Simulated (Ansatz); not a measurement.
H5B2Si, SMILES `B[B-][SiH3]` (lower singlet) (charge -1, multiplicity 1). This singlet lies 0.58 eV below the relaxed triplet at the level frozen-core CCSD(T)/aug-cc-pVDZ // PBE0-D3(BJ)/def2-TZVPD (Ansatz, a program for electronic structure).

All values below come from LDA/aug-cc-pVTZ // PBE0-D3(BJ)/def2-TZVPD run with Ansatz.

Ansatz 0.2 input:
```yaml
crystal:
  periodic: [false, false, false]
  atoms:
    - { symbol: B, position_ang: [1.962044, -0.407123, -0.158401] }
    - { symbol: B, position_ang: [0.477271, -0.040449, -0.068259] }
    - { symbol: Si, position_ang: [-1.430066, 0.334616, 0.096432] }
    - { symbol: H, position_ang: [2.754797, 0.290972, -0.762265] }
    - { symbol: H, position_ang: [2.418274, -1.404311, 0.365151] }
    - { symbol: H, position_ang: [-1.876605, 1.592498, 0.805677] }
    - { symbol: H, position_ang: [-2.025862, -0.781355, 0.911579] }
    - { symbol: H, position_ang: [-2.282703, 0.38181, -1.150728] }
basis:
  gaussian: { orbitals: aug-cc-pVTZ }
hamiltonian:
  xc: lda
total_charge: -1
```

Output:

```
Functional definition: SPW92
1124 factors; their error is unknown
mean field evaluation 1: about -9254.9714 eV, gradient 4.6e1 eV
mean field evaluation 2: about -9182.6199 eV, gradient 1.1e2 eV
mean field evaluation 4: about -9261.8782 eV, gradient 1.3e1 eV
mean field evaluation 8: about -9262.5298 eV, gradient 1.1e-1 eV
mean field evaluation 16: about -9262.5080 eV, gradient 1.2e-4 eV
mean field -9262.50798122 eV, -340.3908899564 hartree, gradient 3.4e-5 eV, S^2 0.000000; 0 other end points of the search recorded, 0 dependent functions left out
reference -9262.50806638 eV, -340.3908930859 hartree; 15, 15 occupied and 242, 242 virtual orbitals, 1124 factors
Total energy: -9262.50806638 eV, -340.3908930859 hartree
```
